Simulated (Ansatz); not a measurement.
O2S, charge +1, doublet (typed; the unrestricted solution is spin-contaminated), geometry from GFN2-xTB (a state made from the parent by changing its charge; the spin is typed, not shown lowest); HF/pcseg-1 run with Ansatz (an electronic-structure program).

Ansatz was given this input:
Ansatz 0.2 input:
```yaml
crystal:
  periodic: [false, false, false]
  atoms:
    - {symbol: S, position_ang: [0.01164702, -0.00345740, 0.31572720]}
    - {symbol: O, position_ang: [-0.03156227, 1.26296905, -0.30120014]}
    - {symbol: O, position_ang: [0.00826823, -1.25605426, -0.33025426]}
basis:
  gaussian:
    orbitals: pcseg-1.json
hamiltonian:
  xc: hf
total_charge: 1
magnetization: {spin_polarized: true, initial_magnetization: 1}
accuracy: high
```
The basis file holds pcseg-1 in the JSON format of the Basis Set Exchange.

The log (banner, timings and long lists left out):

```
Functional definition: HF
881 factors; integrals over basis functions are off by at most 3.4e-9 eV
mean field evaluation 1: about -14868.6565 eV, gradient 4.2e1 eV
mean field evaluation 2: about -14868.7451 eV, gradient 4.2e1 eV
mean field evaluation 4: about -14875.4909 eV, gradient 2.5e0 eV
mean field evaluation 8: about -14875.5983 eV, gradient 2.6e-1 eV
mean field evaluation 16: about -14875.6015 eV, gradient 1.7e-2 eV
mean field evaluation 32: about -14875.6015 eV, gradient 2.4e-6 eV
mean field evaluation 64: about -14875.7553 eV, gradient 5.5e-1 eV
mean field evaluation 96: about -14875.6489 eV, gradient 4.1e-1 eV
mean field evaluation 128: about -14875.6006 eV, gradient 1.5e0 eV
mean field evaluation 160: about -14872.3810 eV, gradient 2.0e1 eV
mean field evaluation 192: about -14875.7879 eV, gradient 3.6e-1 eV
mean field evaluation 224: about -14875.4355 eV, gradient 7.9e-1 eV
mean field evaluation 256: about -14874.5504 eV, gradient 1.5e-1 eV
mean field evaluation 288: about -14875.6015 eV, gradient 7.6e-7 eV
mean field -14875.79825063 eV, -546.6755025325 hartree, gradient 3.0e-8 eV, S^2 0.915390; 5 other end points of the search recorded, 0 dependent functions left out
reference -14875.79825063 eV, -546.6755025325 hartree; 16, 15 occupied and 30, 31 virtual orbitals, 881 factors
Total energy: -14875.79825063 eV, -546.6755025325 hartree
```
